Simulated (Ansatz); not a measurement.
Saddle point of SiNH₅ClF, closed shell (SiNH₄Cl ([NH2][SiH2][Cl]) + HF → SiNH₄F ([NH2][SiH2][F]) + HCl; bonds formed: Si1–F7, Cl2–H6; bonds broken: Si1–Cl2, H6–F7), PBE0-D4/def2-TZVP structure:

```json
{"atom": "Si1", "x (Å)": "-0.4065", "y (Å)": "-0.3216", "z (Å)": "0.0087"}
{"atom": "Cl2", "x (Å)": "1.3506", "y (Å)": "-1.9616", "z (Å)": "0.7017"}
{"atom": "H3", "x (Å)": "-0.6518", "y (Å)": "-1.2914", "z (Å)": "-1.0862"}
{"atom": "H4", "x (Å)": "-1.4075", "y (Å)": "-0.5381", "z (Å)": "1.0693"}
{"atom": "N5", "x (Å)": "-0.3458", "y (Å)": "1.1132", "z (Å)": "-0.8823"}
{"atom": "H6", "x (Å)": "1.3112", "y (Å)": "-0.5688", "z (Å)": "1.3066"}
{"atom": "F7", "x (Å)": "0.7515", "y (Å)": "0.4441", "z (Å)": "1.2711"}
{"atom": "H8", "x (Å)": "-0.0871", "y (Å)": "2.0128", "z (Å)": "-0.5162"}
{"atom": "H9", "x (Å)": "-0.5146", "y (Å)": "1.1115", "z (Å)": "-1.8727"}
```

Energies are electronic, without zero-point energy. Barriers and step energies count from the start structure reached by relaxing down the imaginary mode; all methods use the PBE0-D4 structures, on which another method's saddle can fall below an end. Ansatz 0.2.0; basis: def2-TZVPP, with def2-QZVPP for the basis limit; cores frozen in the correlated methods. B3LYP uses VWN-RPA correlation. Extrapolation: Hartree–Fock as exp(−7.88 √X), correlation as X^−2.97.

| method | barrier (kcal/mol) | step energy (kcal/mol) |
| --- | --- | --- |
| SPW92 | 15.81 | -6.10 |
| PBE-D4 | ? | -6.22 |
| BLYP-D4 | 25.00 | -8.83 |
| r2SCAN-D4 | 24.09 | -8.26 |
| B97M-V | 27.76 | -9.69 |
| PBE0-D4 | 26.48 | -6.65 |
| B3LYP-D4 | 27.56 | -9.15 |
| r2SCAN0-D4 | 26.97 | -8.13 |
| BHLYP-D4 | ? | -10.00 |
| CAM-B3LYP-D4 | 27.28 | -10.44 |
| wB97X-V | 28.03 | -8.87 |
| wB97M-V | ? | -8.51 |
| B2PLYP | 28.33 | -9.75 |
| PBE-QIDH | 28.67 | -7.68 |
| RPA on PBE | 28.44 | -10.44 |
| HF | 41.01 | -12.49 |
| MP2 | 28.67 | -8.47 |
| CCSD | 31.68 | -10.14 |
| CCSD(T) | 29.61 | -9.49 |

(1) Fill in the withheld barriers. (Judge from chemistry; the value comes from the calculation.)

No T1 diagnostic of these runs exceeds 0.012.

Answers

(1) By the calculation: PBE-D4 22.73; wB97M-V 26.87; BHLYP-D4 31.45 kcal/mol. Each is the energy of the saddle less that of the start structure, by the same method.

For comparison, the barrier by CCSD(T) at an estimated basis limit (MP2 extrapolated from triple and quadruple zeta, plus CCSD(T) − MP2 in triple zeta) is 29.48 kcal/mol.

Labels in which every atom is bracketed show which atoms are joined, not bond orders.

For scale, one of the runs: CCSD(T)/def2-TZVPP, 216 basis functions, launched by `ansatz run in.yaml --threads 4 --pin off --events-out ev --progress --plain --max-ram 9574MiB`. The run took 52 s on 4 CPU threads of an Arm Neoverse V2 (shared host), with 3.1 GiB of host memory at its peak.
